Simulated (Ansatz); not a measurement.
Z-matrix (Å, degrees):
```
C
C 1 1.357
Al 1 1.853 2 69.2
F 1 1.330 2 127.5 3 -180.0
H 2 1.087 1 129.3 3 -180.0
H 3 1.571 1 159.4 2 -180.0
```

Charge 0, multiplicity 1.

List the CAM-B3LYP/def2-TZVPP orbital energies in eV (Ansatz). (An estimate is asked.)

Computed: Occupied: -1526.70, -673.75, -280.69, -278.57, -114.78, -75.49, -75.36, -75.30, -35.39, -23.02, -17.58, -15.77, -14.50, -14.43, -12.56, -9.76, -9.26, -8.72. Lowest empty: -0.08, 0.62, 0.84, 1.47, 3.17, 3.30, 3.96, 4.73.
